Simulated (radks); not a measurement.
Results of a calculation; reference values are marked as such.
The germanium anion Ge4-, [Kr], held by a Watson sphere: a shell of charge +4 at radius R that stands for the Madelung well of a crystal (potential energy -4/R inside, -4/r outside, in hartree with lengths in bohr). Level of theory: scalar-relativistic Kohn-Sham, LDA (Slater exchange, Perdew-Wang correlation), spin-unpolarised, spherical densities, finite nucleus; Fermi nuclear charge, rms radius of each element as measured or else 0.836 A^(1/3) + 0.57 fm (a radial shooting solver on a logarithmic mesh with Libxc functionals). Response by self-consistent Sternheimer equations with the Hartree and adiabatic LDA kernel, the relativistic mass of each level held fixed and spin-orbit coupling left out. The sphere does not respond.

| R (bohr) | e(3d) (eV) | e(4s) (eV) | e(4p) (eV) | <r> 4p (bohr) | sum of <r^2> (bohr^2) | X-ray form factor at sin(theta)/lambda = 0.1 1/angstrom | alpha (bohr^3) |
|---|---|---|---|---|---|---|---|
| 2.93 | -27.491 | -13.094 | -6.212 | 2.930 | 82.74 | 31.340 | 68.37 |
| 3.98 | -26.626 | -10.710 | -4.586 | 3.530 | 112.2 | 30.483 | 154.0 |
| 4.15 | -26.574 | -10.462 | -4.381 | 3.630 | 117.5 | 30.366 | 174.6 |
| 4.37 | -26.522 | -10.186 | -4.138 | 3.759 | 124.6 | 30.226 | 204.5 |
| 4.39 | -26.519 | -10.163 | -4.118 | 3.771 | 125.3 | 30.213 | 207.4 |
| 4.72 | -26.470 | -9.837 | -3.800 | 3.967 | 136.6 | 30.026 | 260.4 |
| 5.27 | -26.438 | -9.467 | -3.367 | 4.294 | 156.9 | 29.770 | 370.6 |

Estimate the row for R = 4.96 bohr.

Answer. e(3d) (eV) -26.449; e(4s) (eV) -9.652; e(4p) (eV) -3.598; <r> 4p (bohr) 4.109; sum of <r^2> (bohr^2) 145.2; X-ray form factor at sin(theta)/lambda = 0.1 1/angstrom 29.905; alpha (bohr^3) 305.0.
